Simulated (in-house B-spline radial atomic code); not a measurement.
Configurations of Fe+, with energies counted from [Ar] 3d6 4s1. Computed with a radial B-spline atomic code at the basis-set limit: non-relativistic Hartree-Fock, spin-polarised, averaged over the determinants with the given up and down occupations, point nucleus. Shells without spins written out take the highest spin.

Occupations are held fixed; configurations that lie above the ionisation limit could autoionise.

```
                                          configuration  E - E(ref) (eV)  highest orbital  its <r> (bohr)
                                       [Ar] 3d5 4s1 4p1           4.6494            4p up           3.089
                                           [Ar] 3d6 5s1           8.8191            5s up           6.588
                                       [Ar] 3d5 4s1 5p1           12.355            5p up           7.414
                                       [Ar] 3d5 4s1 5f1           15.477            5f up           15.51
[Ar] 3d(2 up, 3 down) 4s(1 up, 0 down) 4p(0 up, 1 down)           15.805          4p down           3.357
[Ar] 3d(1 up, 4 down) 4s(1 up, 0 down) 5s(1 up, 0 down)           17.514            5s up           6.282
                               [Ne] 3s2 3p5 3d6 4s1 4d1           65.911            4d up           5.217
```

**Question.** Order these further configurations by energy, lowest first.
A. [Ar] 3d(2 up, 4 down) 4s(0 up, 1 down)
B. [Ne] 3s2 3p(2 up, 3 down) 3d(2 up, 4 down) 4s2
C. [Ne] 3s2 3p5 3d6 4s1 4p1
D. [Ne] 3s2 3p5 3d6 4s1 4f1
E. [Ar] 3d(5 up, 1 down) 5f(1 up, 0 down)

**Answer.** A (4.0817 eV), E (12.919 eV), C (58.969 eV), B (63.817 eV), D (68.605 eV).

**Question.** How far above the reference does [Ar] 3d5 4s1 4d1 lie?

**Answer.** 11.569 eV; its least bound orbital is 4d up with <r> = 5.239 bohr.

**Question.** How far above the reference does [Ar] 3d(3 up, 3 down) 4s(0 up, 1 down) lie?

**Answer.** 5.5796 eV; its least bound orbital is 4s down with <r> = 2.873 bohr.

**Question.** How far above the reference does [Ne] 3s2 3p5 3d7 4s1 lie?

**Answer.** 54.822 eV; its least bound orbital is 4s up with <r> = 2.807 bohr.
